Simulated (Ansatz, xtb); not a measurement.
Two isomers of C3H12N2Si

We compare X, `CC[Si](C)(N)N`, a singlet, with Y, `CCN[Si@H](C)N`, a singlet. Both are isolated molecules in the gas phase, relaxed with B3LYP-D3(BJ)/def2-SVP; each stands in its lowest conformer found.

Quicker runs give these differences E(Y) − E(X): GFN2-xTB −0.439 eV; HF/STO-3G +0.499 eV (at GFN2-xTB geometries); r2SCAN-D4/def2-SVP +0.615 eV (at GFN2-xTB geometries).

Task: Which of the two would you expect CCSD(T)/def2-SVP + ΔMP2/def2-TZVPP electronic energies to favour?

Result: Structure X; the calculation gives E(Y) − E(X) = +0.669 eV.

The same difference at several levels:

```json
{"level": "GFN2-xTB", "geometry": "GFN2-xTB", "E(Y) − E(X) (eV)": "−0.439", "departure from the last row (eV)": "−1.108", "job, with rough time for the two": "optimisation, 0.25 s"}
{"level": "HF/STO-3G", "geometry": "GFN2-xTB", "E(Y) − E(X) (eV)": "+0.499", "departure from the last row (eV)": "−0.170", "job, with rough time for the two": "single point, 0.36 s"}
{"level": "r2SCAN-D4/def2-SVP", "geometry": "GFN2-xTB", "E(Y) − E(X) (eV)": "+0.615", "departure from the last row (eV)": "−0.054", "job, with rough time for the two": "single point, 3.9 s"}
{"level": "B3LYP-D3(BJ)/def2-SVP", "geometry": "B3LYP-D3(BJ)/def2-SVP", "E(Y) − E(X) (eV)": "+0.518", "departure from the last row (eV)": "−0.151", "job, with rough time for the two": "optimisation, 56 s"}
{"level": "HF/def2-SVP", "geometry": "B3LYP-D3(BJ)/def2-SVP", "E(Y) − E(X) (eV)": "+0.472", "departure from the last row (eV)": "−0.197", "job, with rough time for the two": "part of the CCSD(T) run"}
{"level": "MP2/def2-SVP", "geometry": "B3LYP-D3(BJ)/def2-SVP", "E(Y) − E(X) (eV)": "+0.551", "departure from the last row (eV)": "−0.118", "job, with rough time for the two": "part of the CCSD(T) run"}
{"level": "CCSD(T)/def2-SVP", "geometry": "B3LYP-D3(BJ)/def2-SVP", "E(Y) − E(X) (eV)": "+0.495", "departure from the last row (eV)": "−0.174", "job, with rough time for the two": "single point"}
{"level": "CCSD(T)/def2-SVP + ΔMP2/def2-TZVPP", "geometry": "B3LYP-D3(BJ)/def2-SVP", "E(Y) − E(X) (eV)": "+0.669", "departure from the last row (eV)": "", "job, with rough time for the two": "single point, 69 s"}
```

As drawn, Y has 1 C–N, 1 Si–H in place of 1 C–Si, 1 N–H.

GFN2-xTB puts the two in the other order. The largest departure from CCSD(T)/def2-SVP + ΔMP2/def2-TZVPP is that of GFN2-xTB, 1.108 eV. The last row adds to CCSD(T) the change of the MP2 difference between the two basis sets, here +0.174 eV, a large step that makes the value less sure.

With thermal terms from frequencies at re-optimised GFN2-xTB minima (ideal gas, soft modes damped towards free rotors, one conformer each, 298.15 K, 1 atm): on the last row, ΔE + ΔZPE = +0.639, ΔH = +0.620, ΔG = +0.655 eV.

The correlated steps freeze 10 core orbitals. Mirror images aren't counted in ΔG. Programs: Ansatz 0.2.0, xtb 6.7.1; the last row on 4 threads of Arm Neoverse V1 on a shared host.
